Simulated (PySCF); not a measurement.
**Fractional electron number in Rh(2+) (rhodium, charge +2)**

The 4d beta orbital of [Kr] 4d7 is emptied in steps (occupation f), with all orbitals relaxed, ending at [Kr] 4d6. Calculation: PySCF 2.14, in def2-TZVPPD with the def2 core potential (28 electrons); a scalar-relativistic core potential. The exact energy is a straight line in f; departures are measured from the line between the end points of the same method.

| f | BHandHLYP (eV) | wB97X (eV) | TPSS (eV) |
| --- | --- | --- | --- |
| 1 | 0.000 | 0.000 | 0.000 |
| 0.75 | -0.481 | -0.358 | -1.157 |
| 0.5 | -0.648 | -0.482 | -1.546 |
| 0.25 | -0.491 | -0.362 | -1.161 |
| 0 | 0.000 | 0.000 | 0.000 |

Task: For BHandHLYP, how does the orbital energy at f = 1 compare with the removal energy?

Result: −ε = 28.409 eV against a total-energy difference of 30.944 eV. By Janak's theorem ε = ∂E/∂f, so the gap between them reflects the curvature. Along the path −ε is 29.642 (f = 0.75), 30.916 (f = 0.5), 32.231 (f = 0.25) eV.

| method | E(f=0) − E(f=1) (eV) | −ε at f=1 (eV) | −ε at f=0.5 (eV) |
| --- | --- | --- | --- |
| BHandHLYP | 30.944 | 28.409 | 30.916 |
| wB97X | 31.039 | 29.148 | 31.027 |
| TPSS | 31.121 | 24.970 | 31.112 |

Reference removal energy between the ground levels: 31.06 eV (semi-empirical (NIST evaluation); NIST Atomic Spectra Database, ionization energies). The calculation has no spin-orbit coupling. The determinant left behind need not be the lowest term of the ion.
